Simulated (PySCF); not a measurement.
C2H6FNSi, SMILES [Si](N(C)C)F (connectivity only; charge and spin as stated), neutral, multiplicity 1. Geometry optimised at PBE-D3(BJ)/def2-SVP. Other conformers were not sampled.

Computed with PBE-D3(BJ)/def2-SVP in PySCF 2.14.0.

Harmonic wavenumbers (cm⁻¹): 138, 217, 217, 254, 305, 326, 390, 654, 794, 978, 1042, 1064, 1122, 1207, 1260, 1368, 1394, 1395, 1418, 1418, 1448, 2919, 2927, 2984, 2991, 3031, 3086. Rotational constants (GHz): 6.849, 2.987, 2.137; symmetry number 1.

### Question
Work out the zero-point energy and the ideal-gas rigid-rotor harmonic-oscillator thermochemistry at 298.15 K and 1 atm.

### Answer
ZPE = ½ Σ hcν = ½ × 36345 cm⁻¹ = 51.96 kcal/mol. H − E(el) = 56.68 kcal/mol. Entropy in cal/(mol K): translation 39.44, rotation 26.40, vibration 13.25, total 79.09. G − E(el) = 33.10 kcal/mol. Cp = 23.92 cal/(mol K). Modes under 150 cm⁻¹ make the vibrational entropy uncertain.
